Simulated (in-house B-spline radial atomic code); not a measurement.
How numerical settings move a run on Ti3+, [Ar] 3d1. Computed with a B-spline radial code for spherical atoms: non-relativistic LDA PW92, spin-polarised, spherical fractional occupations, point nucleus.

Command:
```bash
python run_scf.py task.json out
```
Settings of the sound reference run:
```
Z                22
electrons        19
configuration    [Ar] 3d1
hamiltonian      nr
method           lda,pw
spin_polarised   True
knot_spacing     0.22
spline_order     8
gauss_points     12
box_radius       16.22
max_iterations   70
damping          0.5
damped_steps     3
diis_vectors     10
tolerance        1e-08
start            Thomas-Fermi
```

Run time, properties included: 0.14 s on 1 thread of Arm Neoverse V2, with other jobs on the host.

It converges in 9 iterations to -845.495740 hartree, with 3d up at -35.5842 eV. The other runs change the listed settings, some to values that make no sense; their results aren't properties of the atom or ion. Radii are in bohr (the nuclear one in fm), a minus after a letter asks for a j subshell, and «unchanged» means within 1e-8 hartree. The run stops when the residual is below 10 × tolerance × max(1, Z/10), or a noise floor if that is larger, and the energy moves by less than 1e-8 × √|E| hartree; so very loose and very tight tolerances often act alike.

```tsv
changed settings	outcome
diis_vectors = 2	converged in 10 iterations, energy unchanged, 3d up level +9.0e-06 eV
knot_spacing = 0.75, first_knot = 0.136, max_iterations = 3	not converged after 3 iterations, last residual 1.9e-01, last energy +6.76e-01 hartree from the reference
spline_order = 7, max_iterations = 100, damped_steps = 0	converged in 8 iterations, energy +3.13e-08 hartree from the reference, 3d up level +3.5e-07 eV
spline_order = 3	converged in 9 iterations, energy +1.81e-02 hartree from the reference, 3d up level -8.1e-03 eV
spline_order = 6	converged in 9 iterations, energy +3.41e-07 hartree from the reference, 3d up level -3.7e-07 eV
spline_order = 4	converged in 9 iterations, energy +2.69e-04 hartree from the reference, 3d up level -1.8e-04 eV
box_radius = 64.88	converged in 9 iterations, energy unchanged
hamiltonian = dirac, method = r2scan, spin_polarised = False, nucleus = fermi, rms_radius = 3.5921, mass_number = 48, atomic_mass = 47.94794, speed_of_light = 137.036	stopped with error: meta-GGAs are not served with the Dirac Hamiltonian
spline_order = 7	converged in 9 iterations, energy +3.13e-08 hartree from the reference
diis_vectors = 0	converged in 20 iterations, energy unchanged, 3d up level +1.1e-06 eV
max_iterations = 50, damping = 0.2, diis_vectors = 0, tolerance = 1e-05	converged in 10 iterations, energy +1.11e-08 hartree from the reference, 3d up level +1.2e-03 eV
electrons = 20, configuration = [Ar] 3d1 4p-1, max_iterations = 75	stopped with error: j subshells need the Dirac Hamiltonian and l > 0
knot_spacing = 0.15, gauss_points = 6, box_radius = 8.11, max_iterations = 100, damping = 0.2	converged in 8 iterations, energy +5.65e-08 hartree from the reference, 3d up level +8.7e-06 eV (the program warns: 3d up reaches the box edge)
box_radius = 8.11	converged in 9 iterations, energy +6.68e-08 hartree from the reference, 3d up level +8.7e-06 eV (the program warns: 3d up reaches the box edge)
box_radius = 0.65	converged in 7 iterations, energy +2.75e+02 hartree from the reference, 3d up level +6.9e+02 eV (the program warns: 3d up has a positive eigenvalue: unbound, held by the box; 3s up has a positive eigenvalue: unbound, held by the box)
diis_vectors = 1	converged in 30 iterations, energy unchanged, 3d up level +1.1e-05 eV
```

Task: What happens with diis_vectors = 4?

Result: Converged in 10 iterations, energy unchanged.

Task: What happens with electrons = 22, configuration = [Ar] 3d1 4s3, max_iterations = 50?

Result: Stopped with error: shell 4s holds at most 1 electrons (per spin).

Task: What happens with box_radius = 4.87?

Result: Converged in 9 iterations, energy +4.29e-04 hartree from the reference, 3d up level +3.0e-02 eV (the program warns: 3d up reaches the box edge; 3s up reaches the box edge).

Task: What happens with box_radius = 1.62?

Result: Converged in 8 iterations, energy +6.27e+00 hartree from the reference, 3d up level +4.6e+01 eV (the program warns: 3d up has a positive eigenvalue: unbound, held by the box; 2s up reaches the box edge).
